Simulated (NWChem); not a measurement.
All runs are NWChem calculations. System: BCl₂I, charge 0, spin multiplicity 1, at a geometry optimised with PBE/def2-SVP with def2 effective core potentials on I. The structure started from a generated list of species. Level: B3LYP/def2-SVP with def2 effective core potentials on I, VWN1-RPA local correlation.

Input file:

```
start mol
memory heap 200 mb stack 900 mb global 1100 mb
geometry units angstroms nocenter noautoz
  B      0.000000     0.000000     0.908841
  Cl     1.515674     0.000000     1.786606
  Cl    -1.515674     0.000000     1.786606
  I      0.000000     0.000000    -1.231864
  symmetry group C2v
end
basis spherical
  * library def2-svp
end
ecp
  I library def2-ecp
end
dft
  xc b3lyp
  semidirect memsize 60000000 filesize 0
  iterations 100
end
task dft energy
```

NWChem printed:

```
             Northwest Computational Chemistry Package (NWChem) 7.3.0
             --------------------------------------------------------

                                NWChem Input Module
                                -------------------

 Scaling coordinates for geometry "geometry" by  1.889725989
 (inverse scale =  0.529177249)

 Turning off AUTOSYM since
 SYMMETRY directive was detected!

                             Geometry "geometry" -> ""
                             -------------------------

 Output coordinates in angstroms (scale by  1.889725989 to convert to a.u.)

  No.       Tag          Charge          X              Y              Z
 ---- ---------------- ---------- -------------- -------------- --------------
    1 B                    5.0000     0.00000000     0.00000000     0.90884100
    2 Cl                  17.0000     1.51567400     0.00000000     1.78660600
    3 Cl                  17.0000    -1.51567400     0.00000000     1.78660600
    4 I                   53.0000     0.00000000     0.00000000    -1.23186400

 Effective nuclear repulsion energy (a.u.)     449.6403922392

            Nuclear Dipole moment (a.u.)
            ----------------------------
        X                 Y               Z
 ---------------- ---------------- ----------------
     0.0000000000     0.0000000000     0.0000321253

      Symmetry information
      --------------------

 Group name             C2v
 Group number             16
 Group order               4
 No. of unique centers     3

      Symmetry unique atoms

     1    2    4


 Summary of "ao basis" -> "" (spherical)
 ------------------------------------------------------------------------------
       Tag                 Description            Shells   Functions and Types
 ---------------- ------------------------------  ------  ---------------------
 *                          def2-svp                  on all atoms

                                 NWChem DFT Module
                                 -----------------

 Summary of "ao basis" -> "ao basis" (spherical)
 ------------------------------------------------------------------------------
       Tag                 Description            Shells   Functions and Types
 ---------------- ------------------------------  ------  ---------------------
 B                          def2-svp                 6       14   3s2p1d
 Cl                         def2-svp                 8       18   4s3p1d
 I                          def2-svp                10       26   4s4p2d

 Summary of "ao basis" -> "ao basis" (spherical)
 ------------------------------------------------------------------------------
       Tag                 Description            Shells   Functions and Types
 ---------------- ------------------------------  ------  ---------------------
 B                          def2-svp                 6       14   3s2p1d
 Cl                         def2-svp                 8       18   4s3p1d
 I                          def2-svp                10       26   4s4p2d

      Symmetry analysis of basis
      --------------------------

        a1         32
        a2          8
        b1         22
        b2         14

            General Information
            -------------------
          SCF calculation type: DFT
          Wavefunction type:  closed shell.
          No. of atoms     :     4
          No. of electrons :    64
           Alpha electrons :    32
            Beta electrons :    32
          Charge           :     0
          Spin multiplicity:     1
          Use of symmetry is: on ; symmetry adaption is: on
          Maximum number of iterations: 100
          AO basis - number of functions:    76
                     number of shells:    32
          Convergence on energy requested:  1.00D-06
          Convergence on density requested:  1.00D-05
          Convergence on gradient requested:  5.00D-04

              XC Information
              --------------
                         B3LYP Method XC Potential
                     Hartree-Fock (Exact) Exchange  0.200
                        Slater Exchange Functional  0.800 local
                    Becke 1988 Exchange Functional  0.720 non-local
              Lee-Yang-Parr Correlation Functional  0.810
                  VWN I RPA Correlation Functional  0.190 local

             Grid Information
             ----------------
          Grid used for XC integration:  medium
          Radial quadrature: Mura-Knowles
          Angular quadrature: Lebedev.
          Tag              B.-S. Rad. Rad. Pts. Rad. Cut. Ang. Pts.
          ---              ---------- --------- --------- ---------
          B                   0.85       49           8.0       434
          Cl                  1.00       88          10.0       590
          I                   1.40      123           9.0       590
          Grid pruning is: on
          Number of quadrature shells:   260
          Spatial weights used:  Erf1

          Convergence Information
          -----------------------
          Convergence aids based upon iterative change in
          total energy or number of iterations.
          Levelshifting, if invoked, occurs when the
          HOMO/LUMO gap drops below (HL_TOL):  1.00D-02
          DIIS, if invoked, will attempt to extrapolate
          using up to (NFOCK): 10 stored Fock matrices.

                    Damping( 0%)  Levelshifting(0.5)       DIIS
                  --------------- ------------------- ---------------
          dE  on:    start            ASAP                start
          dE off:    2 iters        100 iters           100 iters

      Screening Tolerance Information
      -------------------------------
          Density screening/tol_rho:  1.00D-10
          AO Gaussian exp screening on grid/accAOfunc:  14
          CD Gaussian exp screening on grid/accCDfunc:  20
          XC Gaussian exp screening on grid/accXCfunc:  20
          Schwarz screening/accCoul:  1.00D-08

      Superposition of Atomic Density Guess
      -------------------------------------

 Sum of atomic energies:       -1290.27815294

      Non-variational initial energy
      ------------------------------

 Total energy =   -1240.767838
 1-e energy   =   -2350.363492
 2-e energy   =     843.713598
 HOMO         =      -0.339710
 LUMO         =       0.037303

      Symmetry analysis of molecular orbitals - initial
      -------------------------------------------------

  Numbering of irreducible representations:

     1 a1          2 a2          3 b1          4 b2

  Orbital symmetries:

     1 b1          2 a1          3 a1          4 b1          5 a1
     6 b1          7 a1          8 b2          9 b1         10 a2
    11 a1         12 a1         13 a1         14 b1         15 b2
    16 a1         17 b1         18 b2         19 a1         20 a2
    21 a1         22 b1         23 a1         24 a1         25 b1
    26 a1         27 b2         28 a2         29 b1         30 a1
    31 b2         32 b1         33 b2         34 a1         35 a1
    36 b1         37 a1         38 a1         39 b1         40 b2
    41 a1         42 b2

------------------------------------------------------------
EAF file 0: "./mol.aoints.0" size=524288 bytes
------------------------------------------------------------
               write      read    awrite     aread      wait
               -----      ----    ------     -----      ----
     calls:        1         0         0         0         0
   data(b): 5.24e+05  0.00e+00  0.00e+00  0.00e+00
   time(s): 0.00e+00  0.00e+00  0.00e+00  0.00e+00  0.00e+00
rate(mb/s): 0.00e+00  0.00e+00
------------------------------------------------------------

   convergence    iter        energy       DeltaE   RMS-Dens  Diis-err    time
 ---------------- ----- ----------------- --------- --------- ---------  ------
 d= 0,ls=0.0,diis     1  -1242.7759970181 -1.51D+03  2.04D-02  6.64D-01     0.7
 d= 0,ls=0.0,diis     2  -1242.6188511036  1.57D-01  1.39D-02  1.74D+00     0.7
 d= 0,ls=0.0,diis     3  -1242.8683431866 -2.49D-01  2.24D-03  1.81D-02     0.8
 d= 0,ls=0.0,diis     4  -1242.8711377045 -2.79D-03  7.28D-04  1.62D-03     0.8
 d= 0,ls=0.0,diis     5  -1242.8713718055 -2.34D-04  1.60D-04  8.77D-05     0.9
  Resetting Diis
 d= 0,ls=0.0,diis     6  -1242.8713822077 -1.04D-05  4.80D-05  8.83D-06     0.9
 d= 0,ls=0.0,diis     7  -1242.8713837365 -1.53D-06  7.35D-06  9.82D-08     1.0
 d= 0,ls=0.0,diis     8  -1242.8713837407 -4.24D-09  4.04D-06  7.12D-08     1.0

         Total DFT energy =    -1242.871383740704
      One electron energy =    -2351.534839838815
           Coulomb energy =      925.720475364409
    Exchange-Corr. energy =      -82.939075222944
 Nuclear repulsion energy =      265.882055956645

 Numeric. integr. density =       64.000004374806

     Total iterative time =      0.7s

                  Occupations of the irreducible representations
                  ----------------------------------------------

                     irrep           alpha         beta
                     --------     --------     --------
                     a1               14.0         14.0
                     a2                3.0          3.0
                     b1               10.0         10.0
                     b2                5.0          5.0

                       DFT Final Molecular Orbital Analysis
                       ------------------------------------

 Vector   30  Occ=2.000000D+00  E=-3.296636D-01  Symmetry=a1
              MO Center=  2.1D-14,  6.6D-16,  7.6D-01, r^2= 4.8D+00
   Bfn.  Coefficient  Atom+Function         Bfn.  Coefficient  Atom+Function
  ----- ------------  ---------------      ----- ------------  ---------------
    63      0.373384  4 I  pz                27      0.363095  2 Cl pz
    45      0.363095  3 Cl pz                66      0.288403  4 I  pz
    24      0.280983  2 Cl pz                42      0.280983  3 Cl pz
     6      0.195588  1 B  pz                21      0.161112  2 Cl pz
    39      0.161112  3 Cl pz                60     -0.148907  4 I  pz

 Vector   31  Occ=2.000000D+00  E=-2.881174D-01  Symmetry=b2
              MO Center=  1.7D-15, -9.6D-16, -9.1D-01, r^2= 2.8D+00
   Bfn.  Coefficient  Atom+Function         Bfn.  Coefficient  Atom+Function
  ----- ------------  ---------------      ----- ------------  ---------------
    62      0.585203  4 I  py                65      0.511008  4 I  py
    59     -0.236861  4 I  py                56     -0.191905  4 I  py
    26     -0.148595  2 Cl py                44     -0.148595  3 Cl py
    23     -0.104995  2 Cl py                41     -0.104995  3 Cl py
     5     -0.086725  1 B  py                20     -0.060380  2 Cl py

 Vector   32  Occ=2.000000D+00  E=-2.744418D-01  Symmetry=b1
              MO Center= -1.6D-16, -5.1D-16, -9.1D-01, r^2= 3.0D+00
   Bfn.  Coefficient  Atom+Function         Bfn.  Coefficient  Atom+Function
  ----- ------------  ---------------      ----- ------------  ---------------
    61      0.598801  4 I  px                64      0.515957  4 I  px
    58     -0.240940  4 I  px                55     -0.195008  4 I  px
    27      0.165209  2 Cl pz                45     -0.165209  3 Cl pz
    24      0.122565  2 Cl pz                42     -0.122565  3 Cl pz
    21      0.069510  2 Cl pz                39     -0.069510  3 Cl pz

 Vector   33  Occ=0.000000D+00  E=-7.009120D-02  Symmetry=b2
              MO Center= -8.2D-15,  3.0D-16,  8.3D-01, r^2= 3.1D+00
   Bfn.  Coefficient  Atom+Function         Bfn.  Coefficient  Atom+Function
  ----- ------------  ---------------      ----- ------------  ---------------
     5      0.632266  1 B  py                 8     -0.526343  1 B  py
    26      0.338892  2 Cl py                44      0.338892  3 Cl py
    65      0.295691  4 I  py                62      0.184327  4 I  py
    23      0.173561  2 Cl py                41      0.173561  3 Cl py
    20      0.100178  2 Cl py                38      0.100178  3 Cl py

 Vector   34  Occ=0.000000D+00  E=-2.246522D-03  Symmetry=a1
              MO Center= -2.0D-16, -8.5D-17, -4.3D-01, r^2= 4.0D+00
   Bfn.  Coefficient  Atom+Function         Bfn.  Coefficient  Atom+Function
  ----- ------------  ---------------      ----- ------------  ---------------
     3      1.141611  1 B  s                 66     -1.024092  4 I  pz
    54     -0.724769  4 I  s                  2      0.614814  1 B  s
     9     -0.512753  1 B  pz                 6      0.335095  1 B  pz
    63     -0.275563  4 I  pz                53     -0.252453  4 I  s
    27      0.247533  2 Cl pz                45      0.247533  3 Cl pz

 Vector   35  Occ=0.000000D+00  E= 9.977870D-02  Symmetry=a1
              MO Center= -3.1D-14, -3.4D-15,  1.4D+00, r^2= 3.6D+00
   Bfn.  Coefficient  Atom+Function         Bfn.  Coefficient  Atom+Function
  ----- ------------  ---------------      ----- ------------  ---------------
     3      1.411100  1 B  s                  9      0.889535  1 B  pz
    18     -0.698819  2 Cl s                 36     -0.698819  3 Cl s
    25      0.596623  2 Cl px                43     -0.596623  3 Cl px
     6     -0.567025  1 B  pz                54      0.289187  4 I  s
    66      0.283381  4 I  pz                17     -0.238014  2 Cl s

 center of mass
 --------------
 x =   0.00000000 y =   0.00000000 z =  -0.19426832

 moments of inertia (a.u.)
 ------------------
        1509.508035886863           0.000000000000           0.000000000000
           0.000000000000        2083.255288418632           0.000000000000
           0.000000000000           0.000000000000         573.747252531769

     Multipole analysis of the density
     ---------------------------------

     L   x y z        total         alpha         beta         nuclear
     -   - - -        -----         -----         ----         -------
     0   0 0 0     -0.000000    -32.000000    -32.000000     64.000000

     1   1 0 0     -0.000000     -0.000000     -0.000000      0.000000
     1   0 1 0     -0.000000     -0.000000     -0.000000      0.000000
     1   0 0 1      0.030139    -32.575342    -32.575342     65.180824

     2   2 0 0    -42.366960   -160.646220   -160.646220    278.925481
     2   1 1 0      0.000000      0.000000      0.000000      0.000000
     2   1 0 1      0.000000      0.000000      0.000000      0.000000
     2   0 2 0    -41.883527    -20.941763    -20.941763      0.000000
     2   0 1 1     -0.000000     -0.000000     -0.000000      0.000000
     2   0 0 2    -41.195179   -289.487763   -289.487763    537.780347

 Task  times  cpu:        1.0s     wall:        1.0s

 Total times  cpu:        1.1s     wall:        1.1s
```
